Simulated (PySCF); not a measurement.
# Ionisation energy of I(2+) by level of theory

I(2+) [Kr] 4d10 5s2 5p3 (4S) → I(3+) [Kr] 4d10 5s2 5p2 (3P), as a difference of total energies. Calculation: PySCF 2.14, in aug-cc-pwCVTZ-DK3; the spin-free X2C one-electron Hamiltonian (Gaussian nucleus). Correlated levels: valence: [Kr] 4d10 frozen; valence and next inner shell: [Ar] 3d10 frozen. The calculations carry no spin-orbit coupling.

| method | ionisation energy (eV) |
| --- | --- |
| UHF | 29.849 |
| LDA | 30.498 |
| PBE | 30.286 |
| PBE0 | 30.402 |
| CAM-B3LYP | 30.339 |
| M06-2X | 30.444 |
| wB97M-V | 30.208 |
| MP2 (valence) | 30.302 |
| SCS-MP2 (valence) | 30.173 |
| MP2 (valence and next inner shell) | 30.579 |

Q: Estimate what SCS-MP2 (valence and next inner shell) gives.

A: 30.377 eV, closest to PBE0 among the rows shown.

Q: Estimate what r2SCAN gives.

A: 30.559 eV, closest to MP2 (valence and next inner shell) among the rows shown.

A first-order spin-orbit estimate (lowest level to lowest level, LS coupling) adds -0.833 eV.

Errors of the correlated levels include the incompleteness of this basis and the frozen core.

For comparison: 29.57 ± 0.025 eV (measured; NIST Atomic Spectra Database, ionization energies).
